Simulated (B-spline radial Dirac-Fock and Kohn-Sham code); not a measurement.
Kohn-Sham estimates against Dirac-Fock for the levels of Dy¹⁰⁺

System: the Dy¹⁰⁺ ion in the configuration [Kr] 4d10 4f8 5s2.

The density-functional columns are spherical, spin-unpolarised Dirac-Kohn-Sham results without Breit or QED terms: −ε is minus the orbital energy of the initial state and ΔSCF the difference of two total energies. The reference in the last column comes from relaxed Dirac-Fock hole states (ΔSCF) with Breit and QED corrections and a finite nucleus. All numbers are from a B-spline atomic structure program, in eV; a selection of levels is shown. For the 1s level of heavy atoms much of the gap between ΔSCF and the reference is the Breit and QED part, -238.6 eV here; for other levels the error of the functional can be larger.

```
     level   LDA −ε  LDA ΔSCF  Dirac-Fock
    K (1s)  53716.0   54198.0     53971.9
   L1 (2s)   9085.1    9177.2      9237.0
L2 (2p1/2)   8653.5    8769.3      8765.3
L3 (2p3/2)   7854.1    7957.8      7974.2
   M1 (3s)   2154.3    2185.6      2232.8
M2 (3p1/2)   1965.3    1998.2      2028.1
M3 (3p3/2)   1799.2    1830.2      1861.2
M4 (3d3/2)   1472.7    1508.5      1514.6
M5 (3d5/2)   1436.4    1471.4      1479.1
   N1 (4s)    560.2     576.8       600.2
N2 (4p1/2)    485.5     501.8       517.7
N3 (4p3/2)    447.8     463.7       480.1
N4 (4d3/2)    324.0     339.4       344.1
N5 (4d5/2)    317.0     332.3       337.2
 N6,7 (4f)    166.2     180.2       176.7
   O1 (5s)    197.3     206.8       200.2
```

Values without a named source are computed, but for edge energies of neutral atoms, which are taken from tables.
